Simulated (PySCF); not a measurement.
SCF from a fresh guess for sextet FeH3, at the r2SCAN minimum. PySCF input:

```python
from pyscf import gto, scf, dft
mol = gto.M(atom='''
Fe    -0.000000     0.000000    -0.002879
H      1.598658     0.000013     0.221498
H     -0.799341     1.384472     0.221498
H     -0.799317    -1.384485     0.221498''',
    basis={'Fe': 'def2-TZVP', 'H': 'def2-TZVP'},
    charge=0, spin=5)
mf = dft.UKS(mol, xc='PBE')
mf.grids.atom_grid = (50, 194)
aux = {'Fe': 'def2-universal-JKFIT', 'H': 'def2-universal-JKFIT'}
mf = mf.density_fit(auxbasis=aux)
mf.conv_tol = 1e-08
mf.diis_space = 10
mf.max_cycle = 60
mf.init_guess = 'minao'
mf.verbose = 4
mf.kernel()
```

Excerpt of the output (cycles alone):

```
init E= -1264.1774670612
cycle= 1 E= -1252.53819800322  delta_E= 11.6  |g|= 4.58  |ddm|= 10.8
cycle= 2 E= -1246.82768160894  delta_E= 5.71  |g|= 7.85  |ddm|= 12.4
cycle= 3 E= -1259.66083941355  delta_E= -12.8  |g|= 4.51  |ddm|= 4.93
cycle= 4 E= -1261.8995916063  delta_E= -2.24  |g|= 3.42  |ddm|= 1.74
cycle= 5 E= -1262.91444505316  delta_E= -1.01  |g|= 2.87  |ddm|= 1.36
cycle= 6 E= -1263.85625393825  delta_E= -0.942  |g|= 2.01  |ddm|= 1.06
cycle= 7 E= -1265.04509665615  delta_E= -1.19  |g|= 0.476  |ddm|= 0.938
cycle= 8 E= -1265.12231657086  delta_E= -0.0772  |g|= 0.302  |ddm|= 0.526
cycle= 9 E= -1265.14730723075  delta_E= -0.025  |g|= 0.145  |ddm|= 0.153
cycle= 10 E= -1265.14792622692  delta_E= -0.000619  |g|= 0.137  |ddm|= 0.077
cycle= 11 E= -1265.15026360657  delta_E= -0.00234  |g|= 0.11  |ddm|= 0.0415
cycle= 12 E= -1265.15375409704  delta_E= -0.00349  |g|= 0.00938  |ddm|= 0.0546
cycle= 13 E= -1265.15379467751  delta_E= -4.06e-05  |g|= 0.00246  |ddm|= 0.00941
cycle= 14 E= -1265.15379648901  delta_E= -1.81e-06  |g|= 0.00186  |ddm|= 0.00251
cycle= 15 E= -1265.15379753876  delta_E= -1.05e-06  |g|= 0.000288  |ddm|= 0.000782
cycle= 16 E= -1265.15379756361  delta_E= -2.49e-08  |g|= 2.39e-05  |ddm|= 0.000155
cycle= 17 E= -1265.15379756389  delta_E= -2.72e-10  |g|= 1.1e-05  |ddm|= 3e-05
Extra cycle  E= -1265.15379756302  delta_E= 8.65e-10  |g|= 5.67e-05  |ddm|= 3.15e-05
converged SCF energy = -1265.15379756302  <S^2> = 8.7563354  2S+1 = 6.0021114
```

No lower solution of this spin was found from smeared starts or by a stability analysis within the unrestricted form.

Other spin states or occupations of the open shell can lie lower.

The search for the lowest solution, 3 starts and the stability check together, took 14 s on 2 threads of a shared Arm Neoverse V1 host, with 63 basis functions; the process peaked at 0.35 GiB. Launch command: `OMP_NUM_THREADS=2 python axn.py task.json out`.
